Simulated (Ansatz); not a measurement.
Ansatz (an electronic-structure program) input:
A basis named .json is the Basis Set Exchange file of that set.

Ansatz 0.2 input:
```yaml
crystal:
  periodic: [false, false, false]
  atoms:
    - {symbol: C, position_ang: [-1.86884430, 0.03601562, 0.33033125]}
    - {symbol: C, position_ang: [-0.69569874, 0.36985567, -0.58504411]}
    - {symbol: C, position_ang: [0.70566719, -0.06624975, -0.03822187]}
    - {symbol: O, position_ang: [0.78982730, -0.22184777, 1.20217390]}
    - {symbol: O, position_ang: [1.59819167, -0.18371631, -0.90784672]}
    - {symbol: H, position_ang: [-1.67177969, 0.41628899, 1.33309649]}
    - {symbol: H, position_ang: [-1.99435528, -1.04646443, 0.42292076]}
    - {symbol: H, position_ang: [-2.81461701, 0.45552195, -0.03589012]}
    - {symbol: H, position_ang: [-0.82552816, -0.07338051, -1.57635167]}
    - {symbol: H, position_ang: [-0.64461641, 1.45481739, -0.74078449]}
basis:
  gaussian:
    orbitals: cc-pwCVTZ.json
total_charge: -1
magnetization: {spin_polarized: false}
correlation: {method: ccsd_t, frozen_orbitals: {C: 0, H: 0, O: 0}}
```

Q: Predict the final energy.

A: -267.68405 Eh (CCSD(T,full)/cc-pwCVTZ).

It need not be the lowest isomer of its formula. Whether it binds its extra electron was not tested at this geometry.
